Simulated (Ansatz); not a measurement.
Computed with PBE0-D3(BJ)/def2-SVP run with Ansatz (a first-principles code). No frequencies were computed at this level.

Ansatz 0.2 input:
```yaml
crystal:
  periodic: [false, false, false]
  atoms:
    - { symbol: C, position_ang: [-0.602182, 2.694796, -0.635489] }
    - { symbol: O, position_ang: [-0.900201, 1.30499, -0.647777] }
    - { symbol: Ge, position_ang: [-0.005845, 0.039986, 0.151134] }
    - { symbol: Cl, position_ang: [-0.082638, 0.295391, 2.25804] }
    - { symbol: O, position_ang: [1.643299, 0.087912, -0.410884] }
    - { symbol: C, position_ang: [2.665365, -0.857167, -0.122187] }
    - { symbol: O, position_ang: [-0.694635, -1.495277, -0.305209] }
    - { symbol: C, position_ang: [-2.047545, -1.900658, -0.14603] }
    - { symbol: H, position_ang: [0.384893, 2.888862, -1.055408] }
    - { symbol: H, position_ang: [-0.648059, 3.099388, 0.377405] }
    - { symbol: H, position_ang: [-1.364265, 3.170552, -1.253554] }
    - { symbol: H, position_ang: [2.387381, -1.853738, -0.466196] }
    - { symbol: H, position_ang: [2.879018, -0.892523, 0.947859] }
    - { symbol: H, position_ang: [3.550486, -0.516062, -0.660594] }
    - { symbol: H, position_ang: [-2.722594, -1.239168, -0.689671] }
    - { symbol: H, position_ang: [-2.332943, -1.918795, 0.907738] }
    - { symbol: H, position_ang: [-2.109543, -2.908493, -0.55849] }
basis:
  gaussian: { orbitals: def2-svp }
hamiltonian:
  xc: pbe0
  dispersion: d3bj
relax:
  max_steps: 150
```

Output:

```
Functional definition: PBE0
1918 factors; integrals over basis functions are off by at most 3.4e-4 eV
mean field evaluation 1: about -78391.7341 eV, gradient 7.2e1 eV
mean field evaluation 2: about -78379.8421 eV, gradient 1.1e2 eV
mean field evaluation 4: about -78402.0894 eV, gradient 3.5e0 eV
mean field evaluation 8: about -78402.1616 eV, gradient 5.8e-2 eV
mean field -78402.16163644 eV, -2881.2262972452 hartree, gradient 4.4e-5 eV, S^2 0.000000; 0 other end points of the search recorded, 0 dependent functions left out
reference -78402.16167210 eV, -2881.2262985557 hartree; 50, 50 occupied and 129, 129 virtual orbitals, 1918 factors
relax step   1: F+E_penalty+E_count = -78402.51276779 eV  Δ(F+E_penalty+E_count) = +0.000e0 eV  max|allowed force component| = 1.050e0 eV/Å  Δτ_max = 0.0000 Å  (26 SCF iters, accepted)
these checks for a lower state are left out or cut short: starts, cluster_reference, orbital_swaps, neighbouring_geometries, increment
1918 factors; integrals over basis functions are off by at most 3.4e-4 eV
mean field evaluation 16: about -78402.1240 eV, gradient 4.1e0 eV
mean field -78402.22484402 eV, -2881.2286200811 hartree, gradient 1.6e-5 eV, S^2 0.000000; 0 other end points of the search recorded, 0 dependent functions left out
reference -78402.22487934 eV, -2881.2286213791 hartree; 50, 50 occupied and 129, 129 virtual orbitals, 1918 factors
relax step   2: F+E_penalty+E_count = -78402.57878261 eV  Δ(F+E_penalty+E_count) = -6.601e-2 eV  max|allowed force component| = 4.614e-1 eV/Å  Δτ_max = 0.0503 Å  (29 SCF iters, accepted)
these checks for a lower state are left out or cut short: starts, cluster_reference, orbital_swaps, neighbouring_geometries, increment
1918 factors; integrals over basis functions are off by at most 3.5e-4 eV
mean field -78402.24469123 eV, -2881.2293494526 hartree, gradient 1.6e-5 eV, S^2 0.000000; 0 other end points of the search recorded, 0 dependent functions left out
reference -78402.24472599 eV, -2881.2293507298 hartree; 50, 50 occupied and 129, 129 virtual orbitals, 1918 factors
relax step   3: F+E_penalty+E_count = -78402.60448861 eV  Δ(F+E_penalty+E_count) = -2.571e-2 eV  max|allowed force component| = 1.539e-1 eV/Å  Δτ_max = 0.0917 Å  (28 SCF iters, accepted)
these checks for a lower state are left out or cut short: starts, cluster_reference, orbital_swaps, neighbouring_geometries, increment
1918 factors; integrals over basis functions are off by at most 3.5e-4 eV
mean field evaluation 32: about -78402.2472 eV, gradient 1.6e-1 eV
mean field -78402.24728200 eV, -2881.2294446614 hartree, gradient 1.5e-5 eV, S^2 0.000000; 0 other end points of the search recorded, 0 dependent functions left out
reference -78402.24731670 eV, -2881.2294459367 hartree; 50, 50 occupied and 129, 129 virtual orbitals, 1918 factors
relax step   4: F+E_penalty+E_count = -78402.60862449 eV  Δ(F+E_penalty+E_count) = -4.136e-3 eV  max|allowed force component| = 7.721e-2 eV/Å  Δτ_max = 0.0368 Å  (29 SCF iters, accepted)
these checks for a lower state are left out or cut short: starts, cluster_reference, orbital_swaps, neighbouring_geometries, increment
1918 factors; integrals over basis functions are off by at most 3.6e-4 eV
mean field -78402.24807139 eV, -2881.2294736713 hartree, gradient 1.5e-5 eV, S^2 0.000000; 0 other end points of the search recorded, 0 dependent functions left out
reference -78402.24810610 eV, -2881.2294749468 hartree; 50, 50 occupied and 129, 129 virtual orbitals, 1918 factors
relax step   5: F+E_penalty+E_count = -78402.61080941 eV  Δ(F+E_penalty+E_count) = -2.185e-3 eV  max|allowed force component| = 8.482e-2 eV/Å  Δτ_max = 0.0636 Å  (29 SCF iters, accepted)
these checks for a lower state are left out or cut short: starts, cluster_reference, orbital_swaps, neighbouring_geometries, increment
1918 factors; integrals over basis functions are off by at most 3.6e-4 eV
mean field -78402.24927305 eV, -2881.2295178315 hartree, gradient 1.3e-5 eV, S^2 0.000000; 0 other end points of the search recorded, 0 dependent functions left out
reference -78402.24930766 eV, -2881.2295191033 hartree; 50, 50 occupied and 129, 129 virtual orbitals, 1918 factors
relax step   6: F+E_penalty+E_count = -78402.61170267 eV  Δ(F+E_penalty+E_count) = -8.933e-4 eV  max|allowed force component| = 9.425e-2 eV/Å  Δτ_max = 0.0410 Å  (29 SCF iters, accepted)
these checks for a lower state are left out or cut short: starts, cluster_reference, orbital_swaps, neighbouring_geometries, increment
1918 factors; integrals over basis functions are off by at most 3.6e-4 eV
mean field -78402.25020028 eV, -2881.2295519064 hartree, gradient 1.5e-5 eV, S^2 0.000000; 0 other end points of the search recorded, 0 dependent functions left out
reference -78402.25023499 eV, -2881.2295531820 hartree; 50, 50 occupied and 129, 129 virtual orbitals, 1918 factors
relax step   7: F+E_penalty+E_count = -78402.61260915 eV  Δ(F+E_penalty+E_count) = -9.065e-4 eV  max|allowed force component| = 1.259e-2 eV/Å  Δτ_max = 0.0272 Å  (30 SCF iters, accepted)
these checks for a lower state are left out or cut short: starts, cluster_reference, orbital_swaps, neighbouring_geometries, increment
1918 factors; integrals over basis functions are off by at most 3.6e-4 eV
mean field -78402.25024844 eV, -2881.2295536763 hartree, gradient 1.0e-5 eV, S^2 0.000000; 0 other end points of the search recorded, 0 dependent functions left out
reference -78402.25028316 eV, -2881.2295549523 hartree; 50, 50 occupied and 129, 129 virtual orbitals, 1918 factors
relax step   8: F+E_penalty+E_count = -78402.61265409 eV  Δ(F+E_penalty+E_count) = -4.494e-5 eV  max|allowed force component| = 3.086e-3 eV/Å  Δτ_max = 0.0063 Å  (23 SCF iters, accepted)
1918 factors; integrals over basis functions are off by at most 3.6e-4 eV
mean field evaluation 64: about -78402.2026 eV, gradient 1.7e-1 eV
mean field -78402.25024844 eV, -2881.2295536763 hartree, gradient 1.0e-5 eV, S^2 0.000000; 1 other end points of the search recorded, 0 dependent functions left out
reference -78402.25028316 eV, -2881.2295549523 hartree; 50, 50 occupied and 129, 129 virtual orbitals, 1918 factors
Total energy: -78402.61268881 eV, -2881.2428731142 hartree
Atom 0 at    -0.600258     2.647928    -0.594064 Å, force     0.001668     0.000331    -0.002595 eV/Å
Atom 1 at    -0.899291     1.294635    -0.850481 Å, force     0.000904    -0.002713     0.001801 eV/Å
Atom 2 at    -0.000462     0.007220    -0.088827 Å, force    -0.000487    -0.000280    -0.000001 eV/Å
Atom 3 at    -0.071684     0.257966     2.053942 Å, force     0.000307    -0.000511    -0.002614 eV/Å
Atom 4 at     1.660710     0.056564    -0.621319 Å, force    -0.003086     0.000740     0.001388 eV/Å
Atom 5 at     2.626024    -0.821240    -0.088095 Å, force     0.000027    -0.001921    -0.002252 eV/Å
Atom 6 at    -0.705607    -1.531537    -0.513739 Å, force     0.002251     0.002592     0.001317 eV/Å
Atom 7 at    -2.013407    -1.873059    -0.114329 Å, force    -0.001467     0.000703    -0.002519 eV/Å
Atom 8 at     0.394454     2.927164    -0.981590 Å, force    -0.000659     0.000112     0.000080 eV/Å
Atom 9 at    -0.635180     2.881241     0.484636 Å, force     0.000144    -0.000701     0.000977 eV/Å
Atom 10 at    -1.356950     3.261514    -1.104677 Å, force    -0.000126     0.000063     0.000859 eV/Å
Atom 11 at     2.419390    -1.870338    -0.360668 Å, force     0.000652     0.000651     0.000073 eV/Å
Atom 12 at     2.686212    -0.749500     1.012137 Å, force    -0.000818     0.000572     0.000777 eV/Å
Atom 13 at     3.603474    -0.539503    -0.506421 Å, force    -0.000049     0.000458     0.000866 eV/Å
Atom 14 at    -2.769603    -1.234696    -0.602446 Å, force     0.000144    -0.000640     0.000265 eV/Å
Atom 15 at    -2.143796    -1.798242     0.979596 Å, force     0.000575     0.000621     0.000766 eV/Å
Atom 16 at    -2.194035    -2.916122    -0.412970 Å, force     0.000019    -0.000076     0.000814 eV/Å
Dipole moment:    -0.004146     0.010562     0.097835 e Å
```

Cost: roughly 4 core-minutes.
